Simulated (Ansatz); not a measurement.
Consider the ligand exchange at a B–N bond: `BN[SiH2]OC` + HBr → `BBr` + `CO[SiH2]N`.

Gas-phase electronic energies from Ansatz, PBE0-D4/def2-TZVP geometries. CCSD(T)/CBS adds triple-zeta CCSD(T) − MP2 to the extrapolated MP2 energy (def2 sets, frozen cores). This one scheme is used for every species. Functionals use def2-TZVPP. B3LYP here is the variant with VWN-RPA as its local correlation; programs differ in this. For Br outer-core shells are correlated without core-valence functions, which leaves a few kJ/mol of doubt a bond. Scalar relativity is left out up to krypton. Each species was taken in one conformer, which may not be the lowest.

| level | ΔE (eV) |
| --- | --- |
| PBE0-D4 | 0.48 |
| B3LYP-D4 | 0.52 |
| r2SCAN | 0.47 |
| MP2/def2-QZVPP | 0.44 |

Question: What does CCSD(T)/CBS give? (An estimate is asked.)

Answer: Ansatz gave: +0.46 eV. The listed levels differ from it by 0.02, 0.06, 0.01, -0.02 eV.

Largest T1 diagnostic among the species: 0.012.
